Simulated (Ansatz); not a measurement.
Program: Ansatz. Geometries: PBE0-D4/def2-TZVP. ΔE: electronic, gas phase. CCSD(T)/CBS adds triple-zeta CCSD(T) − MP2 to the extrapolated MP2 energy (def2 sets, frozen cores). This one scheme is used for every species. Functionals use def2-TZVPP. For Br outer-core shells are correlated without core-valence functions, which leaves a few kJ/mol of doubt a bond. Scalar relativity is left out up to krypton. Each species was taken in one conformer, which may not be the lowest.

Consider the hydrogenolysis of a C–Br bond: `N=C=CBr` + H₂ → `C=C=N` + HBr.

`N=C=CBr`:

Cartesian coordinates in Å:
```
N -0.709 -1.479 0.126
C -0.182 -0.400 -0.065
C 0.489 0.689 -0.320
Br 1.626 1.440 0.977
H -1.639 -1.462 0.541
H 0.415 1.212 -1.260
```

H₂:

Cartesian coordinates in Å:
```
H 0.098 0.002 -0.360
H -0.098 -0.002 0.360
```

`C=C=N`:

Cartesian coordinates in Å:
```
C 0.463 -0.422 0.741
C -0.272 0.160 -0.167
N -1.043 0.709 -0.933
H 0.451 -1.498 0.843
H 1.096 0.169 1.389
H -0.695 0.882 -1.874
```

HBr:

```xyz
2

Br   -0.485   -0.382   -0.350
H     0.485    0.382    0.350
```

```tsv
level	ΔE (kJ/mol)
PBE-D4	-85.8
r2SCAN0-D4	-98.2
ωB97X-V	-95.4
PBE-QIDH	-96.2
PBE0	-97.5
r2SCANh	-96.3
CCSD(T)/def2-SVP	-104.1
MP2/CBS(def2)	-87.2
```

(1) What does CCSD(T)/CBS give? (Best estimate.)

Largest T1 diagnostic among the species: 0.015.

Answers

(1) Ansatz gave: -94.1 kJ/mol. The listed levels differ from it by 8.3, -4.1, -1.3, -2.1, -3.4, -2.2, -10.0, 6.9 kJ/mol.

From r2SCAN to r2SCAN0 (25 % exact exchange), in def2-TZVPP and without D4, ΔE moves by −5.4 kJ/mol. In def2-TZVPP, CCSD(T) changes the Hartree–Fock value by +24.6 kJ/mol (the triples alone add +6.0 kJ/mol) and MP2 by +31.5 kJ/mol. At CCSD(T), def2-SVP lies −10.0 kJ/mol from the extrapolated value and def2-TZVPP +0.4 kJ/mol.
